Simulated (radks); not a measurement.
The numbers below are computed, except where a source is named.
Ionisation of He, [He], to He+, 1s1, under several functionals. Scalar-relativistic Kohn-Sham, spin-polarised, spherical densities, point nucleus; open shells are filled with parallel spins first; a radial shooting solver on a logarithmic mesh with Libxc functionals.

| functional | E(He) (hartree) | Exc (hartree) | IE (eV) | -e(HOMO) (eV) | <r> HOMO (bohr) | IE error (eV) |
|---|---|---|---|---|---|---|
| HCTH/407 | -2.92235 | -1.07872 | 24.922 | 16.063 | 0.9427 | +0.334 |
| AM05 | -2.85269 | -0.99619 | 24.351 | 15.432 | 0.9539 | -0.236 |
| PBEsol | -2.85786 | -1.00435 | 24.169 | 15.499 | 0.9512 | -0.419 |
| LDA (Slater exchange, VWN5 correlation) | -2.83497 | -0.97337 | 24.304 | 15.523 | 0.9592 | -0.283 |
| SOGGA | -2.84521 | -0.99069 | 23.923 | 15.351 | 0.9526 | -0.664 |
| BP86 | -2.90648 | -1.06147 | 24.861 | 15.890 | 0.9424 | +0.273 |
| exchange-only B88 | -2.86352 | -1.01612 | 23.627 | 15.079 | 0.9481 | -0.960 |
| XLYP | -2.91413 | -1.06996 | 24.900 | 15.999 | 0.9454 | +0.313 |
| BLYP | -2.90721 | -1.06211 | 24.816 | 15.916 | 0.9456 | +0.228 |
| exchange-only PBE | -2.85218 | -1.00171 | 23.520 | 15.051 | 0.9528 | -1.067 |

NIST Atomic Spectra Database: 24.587 eV (measured). Closest: BLYP. The Delta-SCF values span 1.40 eV, the total energies 0.09 hartree. The highest occupied level is 1s.
